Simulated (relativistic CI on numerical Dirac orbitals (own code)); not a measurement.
## The 4d ions of charge 2+

Calculated at this level of theory: Dirac-Coulomb-Breit CI, KLI orbitals optimised for each configuration, QED by a radiative potential, valence Slater integrals scaled by 0.85 (own radial code, finite nucleus).

Each species is treated in one configuration, given outside its closed core, with all valence electrons in the open shell. Radial values are for the open shell of highest l, unscaled and averaged over j; ζ includes the Breit term. Labels give the leading LS character, summed over repeated terms.

```tsv
Ion	Configuration	Its lowest level	LS weight (%)	F² (cm⁻¹)	F⁴ (cm⁻¹)	Next level	E (cm⁻¹)	g_J	g√(J(J+1))
Zr²⁺	4d²	³F2	100	49720	32280	³F3	567.49	0.667	1.63
Nb²⁺	4d³	⁴F3/2	99	53850	35000	⁴F5/2	447.33	0.401	0.78
Mo²⁺	4d⁴	⁵D0	99	57820	37630	⁵D1	205.37		0.00
Tc²⁺	4d⁵	⁶S5/2	99	61680	40180	⁴G5/2	20191	2.000	5.91
Ru²⁺	4d⁶	⁵D4	99	65420	42660	⁵D3	1087.5	1.498	6.70
Rh²⁺	4d⁷	⁴F9/2	98	69080	45080	⁴F7/2	2019.3	1.329	6.61
Pd²⁺	4d⁸	³F4	99	72670	47450	³F3	3055.2	1.249	5.58
Ag²⁺	4d⁹	²D5/2	100			²D3/2	4395.7	1.200	3.55
```

With one configuration, terms of near-neutral atoms and ions can be 10 to 25 % off, and close levels can change places.
